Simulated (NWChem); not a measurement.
Molecule: CH₆SeSi; SMILES C[Se][SiH3]

Results from NWChem. All runs use the structure optimised with PBE0/def2-SVP. Ions are spin-unrestricted doublets at the neutral geometry; other ion states weren't tried.

Task: Among these, which level gives the highest value of “−ε(HOMO) (eV)”?
(A) B3LYP/def2-SVP
(B) CAM-B3LYP/def2-SVP
(C) Hartree-Fock/def2-SVP
(D) PBE/def2-SVP

Result: C, Hartree-Fock/def2-SVP. Values: PBE/def2-SVP 5.34; B3LYP/def2-SVP 6.23; CAM-B3LYP/def2-SVP 7.74; Hartree-Fock/def2-SVP 9.12
